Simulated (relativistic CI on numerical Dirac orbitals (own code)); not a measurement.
## Crystal-field levels of Er²⁺, 4f12

Calculated by Dirac-Coulomb-Breit CI, orbitals from a KLI potential per configuration, QED by a radiative potential, valence Slater integrals scaled by 0.8, one configuration in a parametric crystal field (own radial code).

Field parameters in Wybourne normalisation; cubic f-shell fields have B⁴₄ = √(5/14) B⁴₀ and B⁶₄ = −√(7/2) B⁶₀. The field is a parameter set, without covalency.

S and J are read from ⟨S²⟩ = S(S + 1) and ⟨J²⟩ = J(J + 1) of each level; they are not fictitious spins.

D3d, B20 = 410, B40 = -190, B43 = -780, B60 = 260, B63 = 20, B66 = 80 cm⁻¹, the lowest 10 levels:

```
E (cm⁻¹)  Degeneracy  Irrep     S     J
     0.0           1     A1  0.99  6.00
    18.5           2      E  0.99  6.00
    54.6           2      E  0.99  6.00
    73.8           1     A2  0.99  6.00
     175           1     A1  0.99  6.00
     253           2      E  0.99  6.00
     300           1     A2  0.99  6.00
     309           1     A1  0.99  6.00
     333           2      E  0.99  6.00
    4867           1     A1  0.74  4.00
```

Oh, B40 = -1000, B60 = -280 cm⁻¹, the lowest 16 levels:

| E (cm⁻¹) | Degeneracy | Irrep | S | J |
| --- | --- | --- | --- | --- |
| 0.0 | 2 | E | 0.99 | 6.00 |
| 11.6 | 3 | T2 | 0.99 | 6.00 |
| 226 | 1 | A2 | 0.99 | 6.00 |
| 255 | 3 | T2 | 0.99 | 6.00 |
| 287 | 3 | T1 | 0.99 | 6.00 |
| 319 | 1 | A1 | 0.99 | 5.99 |
| 4920 | 2 | E | 0.74 | 4.00 |
| 4944 | 3 | T1 | 0.74 | 4.01 |
| 4991 | 1 | A1 | 0.74 | 4.01 |
| 5214 | 3 | T2 | 0.75 | 4.00 |
| 6920 | 3 | T1 | 1.00 | 5.00 |
| 7044 | 3 | T2 | 1.00 | 5.00 |
| 7114 | 2 | E | 1.00 | 4.99 |
| 7165 | 3 | T1 | 1.00 | 5.00 |
| 10577 | 1 | A1 | 0.93 | 4.00 |
| 10773 | 3 | T1 | 0.93 | 4.00 |

C2v, B20 = 250, B22 = -110, B40 = 260, B42 = -230, B44 = 230, B60 = 170, B62 = -20, B64 = 70, B66 = -330 cm⁻¹, the lowest 10 levels:

```tsv
E (cm⁻¹)	Degeneracy	S	J
0.0	1	0.99	6.00
2.3	1	0.99	6.00
77.4	1	0.99	6.00
80.6	1	0.99	6.00
148	1	0.99	6.00
153	1	0.99	6.00
157	1	0.99	6.00
166	1	0.99	6.00
166	1	0.99	6.00
206	1	0.99	6.00
```

The next free-ion level lies 4861 cm⁻¹ above the lowest; the field splits the ground level into components whose J stays near 6 as long as their spread is small against that gap.

Levels of this model without a field, named by their leading LS term (the scale mimics covalency, so terms lie below those of the real free ion): 3H_6 0, 3F_4 4861, 3H_5 6881, 3H_4 10627, 3F_3 12726, 3F_2 13463, 1G_4 17432, 1D_2 25430 cm⁻¹.
